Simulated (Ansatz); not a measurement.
## Telling isomers of C2H7BFO+ apart by their spectra

These gas-phase data were calculated for one isomer of C2H7BFO+ at PBE0-D3(BJ)/pcseg-1 (harmonic, unscaled wavenumbers; equilibrium rotational constants with average atomic masses):

```
rotational constants            : 8.363, 3.378, 2.48 GHz
all wavenumbers above 1500 cm⁻¹ : 3722, 3620, 3177, 3140, 3086, 3056, 3048, 1586, 1560, 1511
```

Candidates:

(1) `C[OH+]B(C)F`, a singlet
(2) `CCB([OH2+])F`, a singlet

Problem. Which structure fits?

Solution. Candidate (2). 2 modes lie between 3300 and 4000 cm⁻¹, one for each O–H bond, while (1) has 1.

The same quantities for all candidates:

```
     rotational constants (GHz)                                 wavenumbers above 1500 cm⁻¹  E above the lowest, PBE0-D3(BJ)/pcseg-1 (kcal/mol)
(1)         8.663, 3.484, 2.566              3721, 3282, 3272, 3187, 3146, 3130, 3066, 1549                                                 0.0
(2)          8.363, 3.378, 2.48  3722, 3620, 3177, 3140, 3086, 3056, 3048, 1586, 1560, 1511                                                 0.2
```

Harmonic stretches to hydrogen usually lie a few per cent above observed fundamentals. Each candidate is one conformer. Programs: Ansatz 0.2.0.
